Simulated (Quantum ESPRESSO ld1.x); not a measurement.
The numbers below are computed, except where a source is named.
Task: Coherent X-ray form factor from a spherical all-electron density. Code: ld1.x of Quantum ESPRESSO 7.5. Model: scalar-relativistic Kohn-Sham, PBE, spin-unpolarised, spherical densities, point nucleus.

| sin(theta)/lambda (1/angstrom) | f0 (electrons) |
|---|---|
| 0.05 | 14.458 |
| 0.1 | 13.145 |
| 0.15 | 11.648 |
| 0.2 | 10.349 |
| 0.25 | 9.350 |
| 0.3 | 8.603 |
| 0.4 | 7.533 |
| 0.5 | 6.657 |
| 0.6 | 5.814 |
| 0.8 | 4.277 |
| 1 | 3.124 |
| 1.25 | 2.232 |
| 1.5 | 1.753 |
| 2 | 1.334 |

The species is in the configuration that NIST lists as its ground one. Which atom or ion scatters so?

Result: Neutral phosphorus, [Ne] 3s2 3p3. Extrapolating in s^2 from the first two rows gives f0(0) = 14.9, near the electron count 15; among species with that count, the fall with angle is slower the higher Z, and the table is that of Z = 15; from so few rows the species is fixed only to a neighbour or two.
